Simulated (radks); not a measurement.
Trend from K3+ to Kr3+: ionisation energy by Delta-SCF between NIST ground configurations, and size. All-electron calculation, Dirac Kohn-Sham, PBE, spin-unpolarised, spherical densities, finite nucleus; open shells fill j = l - 1/2 first; Fermi nuclear charge, rms radius of each element as measured or else 0.836 A^(1/3) + 0.57 fm. Program: a radial shooting solver on a logarithmic mesh with Libxc functionals.

| species | configuration | IE (eV) | NIST (eV) | kind | -e(HOMO) (eV) | outermost | <r> outermost (bohr) | r at 0.001 e/bohr^3 (bohr) |
|---|---|---|---|---|---|---|---|---|
| K3+ | [Ne] 3s2 3p4 | 62.884 | 60.92 | semi-emp. | 54.649 (3p3/2) | 3p3/2 | 1.30 | 2.89 |
| Ca3+ | [Ne] 3s2 3p5 | 68.273 | 67.273 | semi-emp. | 59.508 (3p3/2) | 3p3/2 | 1.21 | 2.81 |
| Sc3+ | [Ar] | 73.700 | 73.489 | exp. | 64.416 (3p3/2) | 3p3/2 | 1.13 | 2.73 |
| Ti3+ | [Ar] 3d1 | 43.322 | 43.267 | exp. | 34.722 (3d3/2) | 3d3/2 | 1.26 | 2.78 |
| V3+ | [Ar] 3d2 | 45.914 | 46.709 | exp. | 36.989 (3d3/2) | 3d3/2 | 1.18 | 2.80 |
| Cr3+ | [Ar] 3d3 | 48.405 | 49.16 | semi-emp. | 39.157 (3d3/2) | 3d3/2 | 1.11 | 2.79 |
| Mn3+ | [Ar] 3d4 | 50.811 | 51.2 | semi-emp. | 41.242 (3d3/2) | 3d3/2 | 1.04 | 2.77 |
| Fe3+ | [Ar] 3d5 | 52.966 | 54.91 | exp. | 43.100 (3d5/2) | 3d5/2 | 0.991 | 2.75 |
| Co3+ | [Ar] 3d6 | 55.214 | 51.3 | semi-emp. | 45.037 (3d5/2) | 3d5/2 | 0.942 | 2.72 |
| Ni3+ | [Ar] 3d7 | 57.403 | 54.9 | semi-emp. | 46.919 (3d5/2) | 3d5/2 | 0.898 | 2.68 |
| Cu3+ | [Ar] 3d8 | 59.539 | 57.38 | semi-emp. | 48.753 (3d5/2) | 3d5/2 | 0.858 | 2.65 |
| Zn3+ | [Ar] 3d9 | 61.628 | 59.57 | exp. | 50.542 (3d5/2) | 3d5/2 | 0.822 | 2.62 |
| Ga3+ | [Ar] 3d10 | 63.672 | 63.24 | exp. | 52.291 (3d5/2) | 3d5/2 | 0.789 | 2.58 |
| Ge3+ | [Ar] 3d10 4s1 | 46.341 | 45.716 | exp. | 40.450 (4s1/2) | 4s1/2 | 1.85 | 3.04 |
| As3+ | [Ar] 3d10 4s2 | 50.647 | 50.2 | exp. | 44.425 (4s1/2) | 4s1/2 | 1.74 | 3.15 |
| Se3+ | [Ar] 3d10 4s2 4p1 | 42.586 | 42.947 | exp. | 36.757 (4p1/2) | 4p1/2 | 1.87 | 3.27 |
| Br3+ | [Ar] 3d10 4s2 4p2 | 46.462 | 47.78 | exp. | 40.261 (4p1/2) | 4p1/2 | 1.75 | 3.28 |
| Kr3+ | [Ar] 3d10 4s2 4p3 | 49.398 | 50.9 | exp. | 42.936 (4p3/2) | 4p3/2 | 1.67 | 3.26 |

Reference values: NIST Atomic Spectra Database (exp. = measured, semi-emp. = semi-empirical, theory = theoretical value adopted there). Spin polarisation and multiplet splitting are left out, so open shells lie too high by an amount that depends on their filling.

Beside tabulated values, note that spin-unpolarised runs miss the spin-polarisation part of the exchange energy of open shells.
